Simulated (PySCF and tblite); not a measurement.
The numbers below are computed, except where a source is named.
C11H8BrF, numbered as in [F:1][CH2:2][c:3]1[cH:4][cH:5][cH:6][c:7]2[cH:8][cH:9][c:10]([Br:11])[cH:12][c:13]12.

Geometries GFN2-xTB; weights from B3LYP-D3(BJ)/def2-SVP energies and GFN2-xTB thermal corrections, with symmetry numbers and mirror pairs. Conformers within 2.5 kcal/mol (GFN2-xTB free energy) were kept, 2 at most. Run with PySCF (density fitting) and tblite.

Rotational constants are equilibrium values for the commonest isotopes; dipoles come from the energy level named.

Torsions listed: F1–C2–C3–C4. Of a mirror pair one member is shown.

```tsv
conformer	shape	symmetry	weight %
1	119°	C1 (pair)	60.6
2	0°	Cs	39.4
```

Sets of constants, in random order:

| set | A (MHz) | B (MHz) | C (MHz) | abs μa (D) | abs μb (D) | abs μc (D) |
| --- | --- | --- | --- | --- | --- | --- |
| P | 1044 | 355 | 269 | 2.23 | 1.48 | 1.08 |
| Q | 1057 | 320 | 246 | 0.21 | 1.41 | 0.00 |

Question: Match each set to its conformer.

Answer: P is conformer 1, Q is conformer 2.

The minima are those of GFN2-xTB; planar forms about aryl–S or allylic bonds may be saddles in DFT.
